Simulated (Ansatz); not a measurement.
`C#[C][Ti]([OH])([F])[Cl]` + HCl → `[OH][Ti]([F])([Cl])[Cl]` + `C#C` at 700 K and 1 bar (ligand exchange at a Ti–C bond).

Isolated molecules relaxed with PBE0-D4/def2-TZVP in Ansatz; ΔE leaves out vibrations. CCSD(T)/CBS adds triple-zeta CCSD(T) − MP2 to the extrapolated MP2 energy (def2 sets, frozen cores). This one scheme is used for every species. For Ti outer-core shells are correlated without core-valence functions, which leaves a few kJ/mol of doubt a bond. Scalar relativity is left out up to krypton. One conformer a species, not always the lowest.

```tsv
species	CCSD(T)/CBS energy (Eh)	H − E (kJ/mol)	S (J/(mol·K))
`C#[C][Ti]([OH])([F])[Cl]`	-1561.10164	174.1	511.7
HCl	-460.38127	38.4	211.8
`[OH][Ti]([F])([Cl])[Cl]`	-1944.30161	114.8	467.9
`C#C`	-77.22717	102.1	244.4
```

H − E and S are ideal-gas, rigid-rotor, harmonic terms from PBE0-D4/def2-TZVP, for one conformer and one mirror image of each species. 1 Eh = 2625.50 kJ/mol, R = 8.31446 J/(mol·K).

**Question.** By hand: ΔE, ΔH, ΔS and ΔG.

**Answer.** ΔE = (-1944.30161) + (-77.22717) − (-1561.10164) − (-460.38127) = -0.04587 Eh = -120.4 kJ/mol. Δ(H − E) = 114.8 + 102.1 − 174.1 − 38.4 = 4.4, so ΔH = -116.0 kJ/mol. ΔS = 467.9 + 244.4 − 511.7 − 211.8 = -11.2 J/(mol·K). ΔG = -116.0 − 700 × (-11.2)/1000 = -108.2 kJ/mol.

**Question.** By hand: the equilibrium constant, and the temperature at which ΔG would vanish if ΔH and ΔS stayed fixed.

**Answer.** log₁₀ K = −ΔG/(RT ln 10) = 8.1. ΔG = 0 at ΔH/ΔS = 10357 K, far beyond where these terms or the molecules hold.

The number of gas molecules stays the same, so ΔS is small and ΔH decides. A doubt of 5 kJ/mol in ΔE shifts log₁₀ K by 0.4 here. Other conformers and mirror images would add mixing entropy, several J/(mol·K) or more a flexible species. These are equilibria of isolated gas molecules and say nothing of rates. Largest T1 diagnostic: 0.024 (customary marks: 0.02 for closed shells, 0.045 for open ones).
